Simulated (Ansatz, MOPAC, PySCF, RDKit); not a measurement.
Pair of molecules: aminoborane (SMILES BN) (first 6 atoms) with HF (SMILES F); geometry from B3LYP-D3(BJ)/def2-TZVP, rigid monomers moved along the line of their centres of mass till N2···H8 is 2.21 Å.
(charge 0, multiplicity 1):
```tsv
atom	x (Å)	y (Å)	z (Å)
B	0.9064	-0.1258	0.0613
N	-0.1434	0.5794	0.6653
H	0.6626	-0.8237	-0.8706
H	1.9991	-0.0255	0.5206
H	0.0124	1.2765	1.3784
H	-1.0649	0.6332	0.2571
F	-1.1109	-1.5154	2.7965
H	-0.7713	-0.9375	2.1387
```

Counterpoise-corrected where a basis set is named; no monomer relaxation. Rows marked so take none. RDKit's UFF carries no charges.

Rows in 6-31G* carry no dispersion term and start afresh at each structure (6-31G* with six Cartesian d functions). The state reached by PM7 isn't checked; PM7 holds dispersion and hydrogen-bond terms.

Codes used: Ansatz (Gaussian orbitals); MOPAC for PM7 (differences of heats of formation); PySCF for 6-31G* rows; RDKit for the force fields. Values without a source in brackets are computed.

Q: One of these levels gives 214.0 meV for the interaction energy. Which one is it?
(A) UFF
(B) HF/6-31G* (no counterpoise)
(C) HF/aug-cc-pVDZ
(D) PM7

A: A, UFF. The others give -22.8 (PM7), -223.8 (HF/6-31G* (no counterpoise)), -167.7 (HF/aug-cc-pVDZ)

Ansatz is a program for electronic structure.
